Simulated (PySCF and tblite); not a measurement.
Results of a calculation; reference values are marked as such.
Stationary points of C₈H₇F at PBE0-D3(BJ)/def2-SVP, in Å:

Structure A

```
 1 F    -1.267   -1.413    1.676
 2 C    -0.631   -0.728    0.704
 3 C     0.223    0.503    1.076
 4 C     1.554    0.211    0.412
 5 C     1.429   -0.788   -0.483
 6 C     0.077   -1.356   -0.432
 7 C    -1.226   -0.398   -0.609
 8 C    -1.066    1.045   -0.820
 9 C    -0.314    1.584    0.160
10 H     0.250    0.736    2.151
11 H     2.434    0.843    0.545
12 H     2.197   -1.102   -1.192
13 H    -0.137   -2.383   -0.734
14 H    -2.083   -0.953   -0.997
15 H    -1.457    1.583   -1.685
16 H     0.009    2.625    0.218
```

Structure B

```
 1 F    -1.306   -1.499    1.569
 2 C    -0.654   -0.781    0.605
 3 C     0.155    0.419    1.134
 4 C     1.325    0.495    0.213
 5 C     1.410   -0.789   -0.494
 6 C     0.342   -1.562   -0.221
 7 C    -1.537   -0.187   -0.467
 8 C    -1.071    1.027   -0.818
 9 C     0.044    1.432    0.046
10 H     0.183    0.647    2.202
11 H     2.233    1.042    0.482
12 H     2.205   -1.038   -1.200
13 H     0.097   -2.522   -0.679
14 H    -2.294   -0.773   -0.992
15 H    -1.417    1.612   -1.672
16 H     0.252    2.490    0.224
```

Structure C

```
 1 F    -1.272   -1.444    1.646
 2 C    -0.639   -0.758    0.653
 3 C     0.201    0.468    1.095
 4 C     1.490    0.304    0.358
 5 C     1.446   -0.814   -0.454
 6 C     0.226   -1.483   -0.301
 7 C    -1.413   -0.285   -0.514
 8 C    -1.109    1.055   -0.786
 9 C    -0.204    1.542    0.139
10 H     0.212    0.675    2.174
11 H     2.333    0.987    0.468
12 H     2.216   -1.087   -1.178
13 H    -0.075   -2.413   -0.784
14 H    -2.120   -0.917   -1.050
15 H    -1.469    1.607   -1.655
16 H     0.177    2.563    0.190
```

The path came from a restrained scan, a climbing-image band and a saddle search at GFN2-xTB; energies are PBE0/pcSseg-1 + D3(BJ)//PBE0-D3(BJ)/def2-SVP, thermal terms GFN2-xTB.

Question: Which structure is a saddle point, and along which motion?

Answer: C: one imaginary mode (427i cm⁻¹ at GFN2-xTB, mostly on C4, C9, C6), along the Cope rearrangement (breaking C6–C7, making C4–C9).

Question: Give their symmetry and energies above the lowest.

Answer: A Cs, 3.5 kcal/mol; B Cs, 0.0 kcal/mol; C Cs, 6.7 kcal/mol.
